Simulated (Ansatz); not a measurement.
Spin states of the cluster HgSe2⁻, each relaxed with r2SCAN-D4/def2-TZVPD in Ansatz. Electronic energies in the gas phase.

In the def2 sets Hg takes a core potential; there is no spin–orbit coupling. Correlated methods freeze 18 core orbitals; core or outer-core shells of Hg, Se are correlated, in sets that lack core-valence functions. The rows differ in basis, and correlated rows in double-zeta sets carry the largest basis error. In CCSD on the charge -1 quartet the largest single amplitude is 0.21, so its Hartree–Fock determinant may place the open shell otherwise than the density functionals do. The structure comes from a short search, and lower isomers may exist.

Doublet geometry (C2v within 0.1 Å):

```xyz
3

Hg    0.4876    1.1590    1.6538
Se    0.8062   -1.0199   -0.8277
Se   -1.2938   -0.1391   -0.8261
```

Quartet geometry (Cs within 0.1 Å):

```xyz
3

Hg    2.217   -1.311   -0.931
Se   -0.509   -0.029   -0.419
Se   -1.708    1.340    1.350
```

⟨S²⟩: doublet 0.76 at PBE0-D4/def2-TZVPD (pure 0.75), quartet 3.77 at PBE0-D4/def2-TZVPD (pure 3.75).

Only these spin states were relaxed.

(1) Estimate which spin state lies lowest at each of these levels, and by how much: PBE-D4/def2-TZVPD; r2SCANh-D4/def2-TZVPD; PBE0-D4/def2-TZVPD; BHLYP-D4/def2-TZVPD; ωB97X-V/def2-TZVPD; MP2/def2-SVPD; MP2/def2-TZVPD; CCSD/def2-SVPD.

Answers

(1) 
```
                level  quartet − doublet (kcal/mol)  lowest of these                                               remarks
    PBE-D4/def2-TZVPD                          35.5          doublet  HOMO above zero (doublet), HOMO above zero (quartet)
r2SCANh-D4/def2-TZVPD                          39.0          doublet                             HOMO above zero (quartet)
   PBE0-D4/def2-TZVPD                          41.3          doublet                             HOMO above zero (quartet)
  BHLYP-D4/def2-TZVPD                          44.7          doublet                                                     –
   ωB97X-V/def2-TZVPD                          49.9          doublet                                                     –
        MP2/def2-SVPD                          49.9          doublet                                                     –
       MP2/def2-TZVPD                          53.9          doublet                                                     –
       CCSD/def2-SVPD                          40.5          doublet                                                     –
```

Change of the quartet − doublet gap on mixing in exact exchange, in kcal/mol: PBE to PBE0 (25 % exact exchange) 5.8.
